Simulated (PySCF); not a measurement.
Al(H)2(OSiH3) (AlH5OSi), SMILES [AlH2][O][SiH3]. Heavy atoms are numbered as in [AlH2:1][O:4][SiH3:5]. Hydrogens are named by the atom that carries them.

The structure is a stationary point at PBE0-D3(BJ)/def2-TZVP.

Level of theory: r2SCAN/def2-TZVPD run with PySCF.

ESP charges are fitted to the potential on shells at 1.4 to 2.0 van der Waals radii. Atomic charges (e), one atom of each kind:

```
atom        meta-Löwdin  ESP fit
----------  -----------  -------
Al1 (AlH2)         0.78     0.92
H on Al1          -0.16    -0.29
O4                -0.85    -0.43
Si5 (SiH3)         0.78     0.31
H on Si5          -0.12    -0.07
```
